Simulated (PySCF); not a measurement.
The dipole of `C[Si@@H]([SiH3])COCO[SiH3]` from its density and from atomic charges.

Coordinates (GFN2-xTB, Å) and charges (e) from the PBE0/pcSseg-1 density (PySCF):

| atom | x | y | z | Mulliken | IAO | Hirshfeld | ESP-fitted |
| --- | --- | --- | --- | --- | --- | --- | --- |
| C1 | 2.954 | -1.862 | -0.435 | -0.6187 | -0.7059 | -0.2127 | -0.6272 |
| Si2 | 1.861 | -0.625 | 0.525 | +0.4686 | +0.6394 | +0.2885 | +0.5345 |
| Si3 | 2.517 | 1.592 | 0.372 | +0.2325 | +0.2836 | +0.1992 | +0.0967 |
| C4 | 0.105 | -0.669 | -0.238 | -0.2249 | -0.3319 | -0.0920 | -0.1307 |
| O5 | -0.395 | 0.646 | 0.015 | -0.5262 | -0.3837 | -0.1262 | -0.3362 |
| C6 | -1.676 | 0.864 | -0.437 | +0.3455 | +0.1517 | +0.0743 | +0.1449 |
| O7 | -2.595 | 0.106 | 0.265 | -0.6325 | -0.6459 | -0.2229 | -0.3524 |
| Si8 | -4.211 | 0.197 | 0.256 | +0.6997 | +0.8714 | +0.3859 | +0.5669 |
| H9 | 3.962 | -1.873 | -0.030 | +0.1416 | +0.1572 | +0.0413 | +0.1515 |
| H10 | 2.569 | -2.877 | -0.381 | +0.1420 | +0.1565 | +0.0438 | +0.1552 |
| H11 | 3.030 | -1.595 | -1.486 | +0.1358 | +0.1516 | +0.0395 | +0.1434 |
| H12 | 1.744 | -1.163 | 1.896 | -0.0484 | -0.1116 | -0.0802 | -0.1394 |
| H13 | 2.140 | 2.223 | -0.896 | -0.0674 | -0.0961 | -0.0765 | -0.0503 |
| H14 | 3.981 | 1.717 | 0.451 | -0.0785 | -0.1134 | -0.0862 | -0.0764 |
| H15 | 1.985 | 2.433 | 1.446 | -0.0566 | -0.0926 | -0.0738 | -0.0554 |
| H16 | -0.555 | -1.409 | 0.221 | +0.1448 | +0.1472 | +0.0336 | +0.0859 |
| H17 | 0.101 | -0.852 | -1.321 | +0.1161 | +0.1233 | +0.0315 | +0.0900 |
| H18 | -1.870 | 1.935 | -0.298 | +0.1070 | +0.1360 | +0.0437 | +0.1003 |
| H19 | -1.758 | 0.620 | -1.515 | +0.0759 | +0.1007 | +0.0298 | +0.0582 |
| H20 | -4.738 | -0.070 | -1.088 | -0.1251 | -0.1580 | -0.0852 | -0.1303 |
| H21 | -4.508 | -0.852 | 1.214 | -0.1094 | -0.1252 | -0.0730 | -0.1079 |
| H22 | -4.656 | 1.533 | 0.662 | -0.1218 | -0.1543 | -0.0819 | -0.1214 |

Form Σ q r in debye for every column and set it beside the full dipole.

The full density gives (-0.99, -0.81, -1.40) D, 1.89 D in size; dipole vectors point from the negative to the positive end.

```tsv
scheme	μx	μy	μz	size (D)	share of the full size (%)	angle to the full dipole (°)
Mulliken	-0.65	0.09	-1.19	1.36	72	30
IAO	-1.60	-0.10	-0.96	1.87	99	32
Hirshfeld	-0.74	-0.33	-0.50	0.95	50	20
ESP-fitted	-0.97	-0.81	-1.42	1.90	100	1
```

Which set comes closest?

Length of the difference vector: ESP-fitted 0.03 D, Mulliken 0.98 D, IAO 1.03 D, Hirshfeld 1.05 D. Closest: ESP-fitted. 

What is left for the Hirshfeld atoms' own dipoles?

The Hirshfeld atoms' densities add up to the full density, so μ = Σ q r + Σ (atomic dipoles). The atomic dipoles sum to (-0.99, -0.81, -1.40) − (-0.74, -0.33, -0.50) = (-0.25, -0.48, -0.90) D, 1.05 D in size.

With the origin at the mean of the coordinates, (0.000, 0.001, -0.036) Å, which are the largest single terms, by size, of the Mulliken dipole along the direction of the full one?

Si8 +6.42, O7 -3.32, Si3 -2.57, Si2 -2.53, H20 -1.98 D; all 22 atoms together +1.18 D. The single terms depend on the origin, their sum doesn't.

Give the size of the full dipole in other units.

1.89 D = 0.745 au = 0.394 e·Å = 6.32 × 10⁻³⁰ C·m.

Geometry: GFN2-xTB, one conformer, isolated molecule.

The values belong to the conformer `[CH3:1][Si@@H:2]([SiH3:3])[CH2:4][O:5][CH2:6][O:7][SiH3:8]`: C1–Si2–C4–O5 -152°, Si2–C4–O5–C6 -179°, C4–O5–C6–O7 67°, O5–C6–O7–Si8 169°.
